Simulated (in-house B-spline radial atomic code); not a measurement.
Settings and results of a run for Os²⁺ (with a hole in an inner shell). Level of theory: Dirac-Kohn-Sham relativistic LDA, spherical fractional occupations, Fermi nucleus of rms radius 5.4126 fm; calculated with a B-spline radial code for spherical atoms.

In the input, a minus or plus after the letter marks the j = l - 1/2 or j = l + 1/2 subshell.

Command:
```bash
python run_scf.py task.json out
```
Settings (nuclear radius in fm, mass in u):
```
Z                76
configuration    1s2 2s2 2p6 3s2 3p6 3d10 4s2 4p-2 4p+3 4d10 4f14 5s2 5p6 5d6 6s1
hamiltonian      dirac
method           lda_x_rel,vwn
spin_polarised   False
nucleus          fermi
rms_radius       5.4126
atomic_mass      191.96148
speed_of_light   137.035999084
```

Output (hartree, bohr):
```
 radial grid: 81 intervals, B-splines of order 8, outer radius 60 bohr

 iter        energy (Eh)    residual
    1      -17215.834947    9.35e-01
    2      -17216.945282    8.14e-02
    3      -17217.198869    2.82e-02
    4      -17217.216918    1.22e-02
    5      -17217.217704    4.51e-03
    6      -17217.218055    4.64e-03
    7      -17217.218581    5.63e-04
    8      -17217.218591    4.49e-05
    9      -17217.218591    2.49e-06
   10      -17217.218591    1.75e-08

 total energy                    -17217.21859
 kinetic                           19459.0506
 electron-nucleus                 -43025.8131
 Hartree                            6644.2435
 exchange-correlation               -294.6996

 first-order corrections (not in the total)
   Gaunt                            20.9310
   retardation                      -2.2207
   frequency dependence             -0.3689
   self-energy                      15.3831
   Uehling                          -2.9739
   Wichmann-Kroll                    0.1229
   recoil                            0.0301

 orbital      occ     eigenvalue          <r>       <r^2>       <1/r>       r_max    small
 1s1/2      2.000     -2692.3156    0.0178185 0.000437449     89.9733     0.01109  8.19e-02
 2s1/2      2.000      -470.3612    0.0745511  0.00663512     21.9969     0.06387  1.87e-02
 2p1/2      2.000      -450.9275    0.0615182  0.00471585     21.9673     0.04727  1.88e-02
 2p3/2      4.000      -395.3738    0.0696643  0.00590754     18.2665     0.05429  1.69e-02
 3s1/2      2.000      -110.5170     0.194026   0.0431841     8.08238      0.1797  6.19e-03
 3p1/2      2.000      -101.7223     0.183954   0.0394632     8.00316      0.1679  6.14e-03
 3p3/2      4.000       -89.5912     0.199001   0.0459602      7.0403      0.1822  5.59e-03
 3d3/2      4.000       -74.7176     0.173624   0.0354032     6.94291      0.1422  5.49e-03
 3d5/2      6.000       -72.0729     0.178246   0.0371823     6.71762      0.1461  5.33e-03
 4s1/2      2.000       -24.2690     0.432074    0.210959     3.41855       0.406  2.08e-03
 4p1/2      2.000       -20.5566     0.435459    0.216011      3.3126      0.4047  1.99e-03
 4p3/2      3.000       -17.6784     0.468642    0.249814     2.97657      0.4346  1.78e-03
 4d3/2      4.000       -11.5405      0.48009    0.266825     2.77413      0.4287  1.59e-03
 4d5/2      6.000       -11.0012      0.49116    0.279071     2.69487      0.4381  1.53e-03
 4f5/2      6.000        -3.1734     0.537705     0.35303     2.30003      0.3992  1.16e-03
 4f7/2      8.000        -3.0659     0.544983    0.362812     2.26895      0.4038  1.14e-03
 5s1/2      2.000        -4.2749     0.991566     1.10356     1.37584      0.9058  5.12e-04
 5p1/2      2.000        -3.0933      1.07506     1.30629     1.25361      0.9603  4.35e-04
 5p3/2      4.000        -2.6130      1.16944     1.54655     1.13219       1.039  3.72e-04
 5d3/2      2.400        -1.0287      1.56372     2.84748    0.835124        1.27  2.09e-04
 5d5/2      3.600        -0.9789      1.61312      3.0315    0.807182       1.306  1.97e-04
 6s1/2      1.000        -0.8380      2.52187     7.11657    0.506126       2.249  8.47e-05
```

Time taken, with all properties: 2 s on 1 thread of Arm Neoverse N1, with other jobs on the host.

For the Dirac Hamiltonian the kinetic term is c α·p + (β - 1)c².
